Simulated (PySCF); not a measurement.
Compound: C6H8O2.
SMILES with atom numbers: `[CH3:1][O:2][C:3](=[O:4])[CH:5]=[C:6]1[CH2:7][CH2:8]1`

Cartesian coordinates in Å at the GFN2-xTB level; atoms count from 1:
```
atom  x, y, z in Å
C1     2.578    2.035    0.469
O2     1.180    1.831    0.353
C3     0.788    0.559    0.147
O4     1.557   -0.365    0.058
C5    -0.680    0.482    0.049
C6    -1.296   -0.666   -0.152
C7    -2.539   -1.412   -0.333
C8    -1.192   -2.108   -0.352
H9     3.086    1.716   -0.444
H10    2.719    3.101    0.632
H11    2.977    1.462    1.309
H12   -1.212    1.416    0.152
H13   -3.077   -1.297   -1.263
H14   -3.184   -1.553    0.523
H15   -0.910   -2.722    0.491
H16   -0.803   -2.468   -1.293
```

Probes without a nucleus sit at each ring's centroid and 1 Å off its mean plane on both sides; NICS is minus the shielding there, NICSzz its component along the normal. Level: GIAO PBE0/pcSseg-1 (PySCF, non-relativistic, gas phase) on the GFN2-xTB geometry, one conformer.

Ring bond lengths (Å), with Mayer bond orders in brackets: C6–C7 1.461 (0.98), C7–C8 1.517 (0.99), C8–C6 1.459 (0.96).

Task: Give the NICS values of each ring in ppm.

Result: 
| ring | type | NICS(0) | NICS(1), two faces | NICS(1)zz, two faces | rms pucker (Å) | centre to ring atoms, mean (Å) |
| --- | --- | --- | --- | --- | --- | --- |
| C6–C7–C8 | 3-membered carbocycle; formal bonds all single | -29.2 | -7.7 / -7.7 | -19.1 / -19.1 | 0.00 | 0.85 |

Task: What do they say, and how far can they be read as aromaticity?

Result: 
- C6–C7–C8: mean NICS(1)zz -19.1 ppm, shielded. C7, C8 have four or more neighbours, and the NICS criterion for π rings isn't applied. NICS(0) lies 22 ppm below the mean NICS(1).

Task: How shielded are the nuclei of the rings and their hydrogens (means over atoms taken as equivalent)?

Result: 
| atoms | environment | σ isotropic (ppm) |
| --- | --- | --- |
| C6 | fully substituted alkene carbon | 31.2 |
| C7 | allylic carbon | 182.9 |
| C8 | allylic carbon | 179.4 |
| H13 (×2) | methylene hydrogen | 30.52 |
| H15 (×2) | methylene hydrogen | 30.21 |

The run took 67 s wall, 54 s CPU on one thread of an AMD EPYC, shared host with 64 logical CPUs at a one-minute load of 62, and the process peaked at 0.78 GiB of memory. This is the whole shielding run at PBE0/pcSseg-1, SCF included.
